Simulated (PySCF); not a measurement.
## Protonation sites of `CC[Si@@H](Cl)O[SiH3]` (C2H9ClOSi2)

Molecule: `CC[Si@@H](Cl)O[SiH3]` (C2H9ClOSi2). Non-hydrogen atoms are numbered in `[CH3:1][CH2:2][Si@@H:3]([Cl:4])[O:5][SiH3:6]`.

These are calculated values, B3LYP-D3(BJ)/def2-TZVP in PySCF (grid level 2) at geometries from PBE0-D3(BJ)/def2-SVP. Zero-point and thermal terms (298.15 K, 1 bar) come from unscaled PBE0-D3(BJ)/def2-SVP harmonic frequencies, with soft modes damped to free rotors in the entropy.

```jsonl
{"site": "O5 (oxygen on the metalloid)", "product": "CC[SiH](Cl)[OH+][SiH3]", "PA / kJ/mol": "768", "GB / kJ/mol": "736"}
```

PA is −ΔH and GB is −ΔG of B + H⁺ → BH⁺ in the gas phase. Sites whose products fell apart, merged with another or lost in a GFN2-xTB screen aren't listed.

In water the product from O5 is solvated 222 kJ/mol more strongly than the parent (electrostatics only).

Known limits: protonation of a hydridic H, with loss of H₂, was not considered.

Structures, frequencies and single points took 35 min of wall time on 1 thread of AMD EPYC (shared host), launched as `OMP_NUM_THREADS=1 python redox_run.py task.json out`.
